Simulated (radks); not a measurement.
Values are calculated unless marked as measured or tabulated.
Kinetic energies: the exact non-interacting value of the Kohn-Sham orbitals and orbital-free approximations, as 100 (|E| - |E exact|)/|E exact|, negative where the magnitude is too small. Species: Se24+ [Ne]; B+ [He] 2s2; Mn [Ar] 3d5 4s2. Code: a radial shooting solver on a logarithmic mesh with Libxc functionals. Model: non-relativistic Kohn-Sham, PBE, spin-polarised, spherical densities, point nucleus. Every spin shell is full or empty, so the densities are truly spherical. Functionals are evaluated on that one density, not self-consistently.

[
 {"functional": "exact (hartree)", "Se24+": "2028.91", "B+": "24.2139", "Mn": "1149.84"},
 {"functional": "Thomas-Fermi", "Se24+": "-6.26", "B+": "-10.35", "Mn": "-6.63"},
 {"functional": "von Weizsacker", "Se24+": "-42.81", "B+": "-8.20", "Mn": "-47.28"},
 {"functional": "TF + vW", "Se24+": "+50.93", "B+": "+81.45", "Mn": "+46.10"},
 {"functional": "TF + vW/9", "Se24+": "+0.09", "B+": "-0.15", "Mn": "-0.77"},
 {"functional": "TF + vW/5", "Se24+": "+5.18", "B+": "+8.01", "Mn": "+3.92"},
 {"functional": "LC94", "Se24+": "+0.73", "B+": "-0.16", "Mn": "-0.02"},
 {"functional": "APBEK", "Se24+": "+0.81", "B+": "-0.14", "Mn": "+0.09"},
 {"functional": "revAPBEK", "Se24+": "+1.13", "B+": "+0.66", "Mn": "+0.36"},
 {"functional": "LKT", "Se24+": "+29.41", "B+": "+52.83", "Mn": "+25.44"},
 {"functional": "DePristo-Kress", "Se24+": "+0.77", "B+": "-1.60", "Mn": "-0.09"},
 {"functional": "Ernzerhof", "Se24+": "+0.90", "B+": "+1.88", "Mn": "-0.32"}
]
